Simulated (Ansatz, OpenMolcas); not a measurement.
A ladder of methods for C2F4O (SMILES O=C(F)C(F)(F)F)

C2F4O has 7 atoms, charge 0, and is taken as a singlet. As SMILES, `O=C(F)C(F)(F)F`. The coordinates come from a PBE0-D4/def2-TZVP relaxation.

```xyz
7

O     1.0612   -1.3962    0.7011
C     0.0890   -0.7981    0.4351
F    -1.1368   -1.2010    0.7399
C     0.0181    0.5518   -0.3064
F    -0.6979    0.4183   -1.4187
F    -0.5643    1.4616    0.4688
F     1.2308    0.9636   -0.6198
```

Each level gives the energy change with the C4–F7 bond stretched from 1.318 to 1.714 Å (eV). The values are calculated.

```
                       level                    kind     program  value (eV)  CPU time (all runs)
    PBE/cc-pVDZ (restricted)                     GGA      Ansatz        1.25                 11 s
  M06-L/cc-pVDZ (restricted)                meta-GGA  OpenMolcas        1.44                 75 s
   TPSS/cc-pVDZ (restricted)                meta-GGA  OpenMolcas        1.25                 87 s
 r2SCAN/cc-pVDZ (restricted)                meta-GGA  OpenMolcas        1.45                 78 s
r2SCAN0/cc-pVDZ (restricted)         hybrid meta-GGA      Ansatz        1.74                 29 s
  HSE06/cc-pVDZ (restricted)  range-separated hybrid      Ansatz        1.63                 16 s
wB97M-V/cc-pVDZ (restricted)  range-separated hybrid      Ansatz        1.61              2.4 min
 B2PLYP/cc-pVDZ (restricted)           double hybrid  OpenMolcas        1.51                 49 s
```

The first shape isn't each level's own minimum. The values span 1.25 to 1.74 eV. CPU times are rough (shared hosts, several kinds of processor): they show what a rung costs within a factor of a few.
